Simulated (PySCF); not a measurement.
Ligands exchanged one at a time, B OH-SiH3. Gas-phase values, no solvent. One relaxed conformer stands for each flexible species; it need not be the lowest. Strings in code marks are SMILES.

Quantity: vertical ionisation energy (energy after one electron is removed minus that of the parent at the parent's geometry), in eV.

A: `OB(O)[SiH3]` (H–O–B–Si torsion 1°, Si–B–O–H torsion -1°)
B: `[SiH3]B([SiH3])[SiH3]`
C: `OB([SiH3])[SiH3]` (H–O–B–Si torsion 0°)

**Question.** Put the candidates in order of vertical ionisation energy (energy after one electron is removed minus that of the parent at the parent's geometry), lowest first, for PBE-D3(BJ)/def2-TZVP // B3LYP-D3(BJ)/def2-TZVP (PySCF).

**Answer.** C (8.98 eV), B (9.42 eV), A (9.96 eV)
